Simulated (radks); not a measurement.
Spin polarisation of the 4d7 shell in Ru+. Start: [Kr] 4d(up 3.5, down 3.5); electrons of 4d are moved from spin down to spin up, other shells keep equal spins. Calculated with a radial shooting solver on a logarithmic mesh with Libxc functionals: scalar-relativistic Kohn-Sham, SCAN, spin-polarised, spherical densities, finite nucleus; meta-GGA in the generalised Kohn-Sham scheme; Fermi nuclear charge, rms radius of each element as measured or else 0.836 A^(1/3) + 0.57 fm.

moment (Bohr magnetons)  E - E(0) (eV)  e(4d up) (eV)  e(4d down) (eV)  4p down minus up (eV)  4s down minus up (eV)  3d down minus up (eV)
0                                0.000        -12.526          -12.526                  0.000                  0.000                 0.000
0.75                            -0.104        -12.827          -12.197                  0.654                  0.608                  0.114
1.5                             -0.458        -13.102          -11.840                  1.308                  1.215                  0.226
2.25                            -1.055        -13.351          -11.451                  1.962                  1.822                  0.337
3                               -1.902        -13.574          -11.029                  2.618                  2.427                  0.452

At moment 3 the spin-polarisation energy is -1.902 eV and the 4d exchange splitting 2.545 eV, that is 0.848 eV per Bohr magneton; E = -I m^2/4 would give I = 0.845 eV.
